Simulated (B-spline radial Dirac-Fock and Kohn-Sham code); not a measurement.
What relativity does to the binding energies of Ir⁴⁺

System: iridium as Ir⁴⁺ in the configuration [Xe] 4f14 5d5.

Both columns are ΔSCF binding energies of the configuration average from a radial B-spline solver: non-relativistic Hartree-Fock with a point nucleus, and Dirac-Fock with a finite nucleus and the Coulomb interaction alone, averaged over the two j levels with weights 2j+1.

```csv
shell,Hartree-Fock (eV),Dirac-Fock (eV),shift (eV),shift (%)
1s,69805.9,76568.1,+6762.29,+9.69
2s,11732.1,13538.1,+1806.00,+15.39
2p,11246.1,11851.3,+605.11,+5.38
3s,2801.9,3251.4,+449.48,+16.04
3p,2574.5,2743.9,+169.40,+6.58
3d,2154.6,2136.2,-18.47,-0.86
4s,648.9,760.9,+111.99,+17.26
4p,550.9,590.7,+39.74,+7.21
4d,372.2,366.9,-5.30,-1.42
4f,133.6,121.1,-12.47,-9.33
5s,139.9,159.9,+20.03,+14.32
5p,106.6,112.0,+5.43,+5.09
5d,57.73,56.23,-1.50,-2.60
```

Relativity binds 1s, 2s, 2p, 3s, 3p, 4s, 4p, 5s, 5p more strongly, among those listed most of all 4s in relative terms, and 3d, 4d, 4f, 5d more weakly, because the contracted s and p shells screen the nucleus better.

Values without a named source are computed, but for edge energies of neutral atoms, which are taken from tables.
